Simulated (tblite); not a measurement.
Species: C7H14O.
Z-matrix (Å and degrees, GFN2-xTB geometry), rows numbered from 1:
```
C 
C   1  1.5233
C   2  1.5289  1  111.87
C   3  1.5096  2  111.41  1  -178.52
C   4  1.5038  3  121.11  2   152.41
C   4  1.4953  3  120.15  2    80.98
O   6  1.3927  4  117.94  5   110.32
C   7  1.4082  6  113.11  4  -152.14
H   1  1.0878  2  110.52  3   -60.23
H   1  1.0880  2  110.67  3    59.67
H   1  1.0873  2  110.60  3   179.72
H   2  1.0918  1  109.70  3  -121.00
H   2  1.0919  1  109.55  3   121.15
H   3  1.0935  2  109.51  1    60.43
H   3  1.0925  2  109.37  1   -57.37
H   4  1.0827  3  114.23  2   -61.62
H   5  1.0792  4  117.68  6  -107.67
H   5  1.0796  4  118.61  6   107.53
H   6  1.0905  4  118.33  5  -106.59
H   8  1.0972  7  111.09  6   -60.92
H   8  1.0960  7  111.41  6    60.43
H   8  1.0881  7  106.57  6   179.92
```

Level: GFN2-xTB in tblite, geometry and Hessian alike; calculated harmonic values, unscaled, isolated species. This tight-binding method is rough: wavenumbers can miss measured ones by several per cent, in bad cases by 10 to 20. One conformer, not necessarily the lowest.

Harmonic wavenumbers (cm⁻¹): 57.8, 72.8, 102.7, 113.9, 185.0, 199.0, 228.9, 290.4, 379.7, 390.3, 460.6, 488.5, 781.2, 842.9, 850.7, 889.8, 947.9, 953.8, 981.1, 1020.8, 1047.9, 1056.5, 1084.1, 1091.0, 1107.9, 1129.2, 1133.5, 1135.9, 1179.0, 1198.7, 1233.0, 1237.3, 1276.2, 1283.9, 1305.0, 1360.3, 1400.5, 1408.7, 1415.8, 1468.9, 1471.4, 1489.6, 1490.4, 1498.1, 1504.7, 1507.5, 2900.0, 2925.5, 2938.8, 2955.4, 2973.3, 2978.7, 2990.3, 3027.2, 3029.8, 3034.0, 3040.5, 3058.8, 3084.5, 3103.5.

A = 4692, B = 876.1, C = 788.3 MHz; mass 114.104 u (most abundant isotopes); point group C1, symmetry number 1.

Problem. What is the zero-point energy?

Solution. ½Σν̃ = 42897 cm⁻¹ = 122.65 kcal/mol.

Problem. What is S at 400 K and 1 bar for an ideal gas of classical rigid rotors and harmonic oscillators?

Solution. Translation 41.60, rotation 29.86, vibration 38.66: S = 110.1 cal/(mol K).

Problem. And Cp and H(400 K) − H(0)?

Solution. Cp = 48.42 cal/(mol K), of which vibrations give 40.47 (their classical limit is 60 R = 119.2); H(400 K) − H(0) = 11.16 kcal/mol without the zero-point energy, 7.98 from vibrations.

Problem. Blend soft modes into free rotors: weight 1/[1 + (100 cm⁻¹/ν̃)⁴] for the oscillator and the rest for a rotor with moment μB/(μ + B), μ = h/(8π²ν), B = 10⁻⁴⁴ kg m². What vibrational entropy results?

Solution. 35.73 cal/(mol K) in place of 38.66, which changes −T·S at 400 K by +1.17 kcal/mol.

Problem. What must be added to the electronic energy to get the Gibbs energy at 400 K and 1 bar?

Solution. ZPE + [H(400 K) − H(0)] − T·S = 122.65 + 11.16 − 44.05 = 89.76 kcal/mol.

Problem. How do the functions run with temperature in this model?

Solution. 
| T (K) | S (cal/(mol K)) | Cp (cal/(mol K)) | H − H(0) (kcal/mol) | G − H(0) (kcal/mol) | ln q(vib) |
| --- | --- | --- | --- | --- | --- |
| 50 | 57.9 | 13.5 | 0.50 | -2.39 | 0.44 |
| 100 | 69.1 | 19.2 | 1.32 | -5.58 | 1.67 |
| 298.15 | 97.6 | 37.0 | 6.81 | -22.30 | 6.85 |
| 373.15 | 106.9 | 45.4 | 9.90 | -29.97 | 8.73 |
| 500 | 122.1 | 58.8 | 16.54 | -44.49 | 11.93 |
| 750 | 149.9 | 78.4 | 33.85 | -78.55 | 18.23 |
| 1000 | 174.3 | 91.4 | 55.17 | -119.15 | 24.33 |

q(vib) and H(0) count from the zero-point level.

Problem. Which modes carry the vibrational entropy at 400 K?

Solution. 57.8 cm⁻¹: 5.11; 72.8 cm⁻¹: 4.66; 102.7 cm⁻¹: 3.98; 113.9 cm⁻¹: 3.77; 185.0 cm⁻¹: 2.83; 199.0 cm⁻¹: 2.69 cal/(mol K); the other 54 give 15.61 together.

Hindered rotation and anharmonicity are outside this model. Other conformers, if any are populated, would add a mixing term that is left out. The structure is chiral; the term R ln 2 for an equal mix with its mirror image is left out.
